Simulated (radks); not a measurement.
Results of a calculation; reference values are marked as such.
Question: These are the eigenvalues of the occupied orbitals of an atom or ion with whole-number occupations (eV). Code: a radial shooting solver on a logarithmic mesh with Libxc functionals. Model: non-relativistic Kohn-Sham, TPSS, spin-polarised, spherical densities, point nucleus; meta-GGA in the generalised Kohn-Sham scheme.

1s up: -82537.47
1s down: -82525.48
2s up: -18187.58
2s down: -18180.63
2p up: -17766.43
2p down: -17754.48
3s up: -7534.774
3s down: -7492.276
3p up: -7372.409

Which element is it, and in what charge state? The configuration may be excited. Open shells, if any, are filled with parallel spins first.

Answer: Z = 81, thallium, charge +66: Tl66+ in [Ne] 3s2 3p3. The list shows which subshells hold electrons but not how many an open one holds; the 1s level, -3033.2 hartree, gives Z - s = 77.9 by -(Z - s)^2/2, which with screening narrows Z to a few neighbours, and the depths of the outer levels then fix element, charge and occupations together.
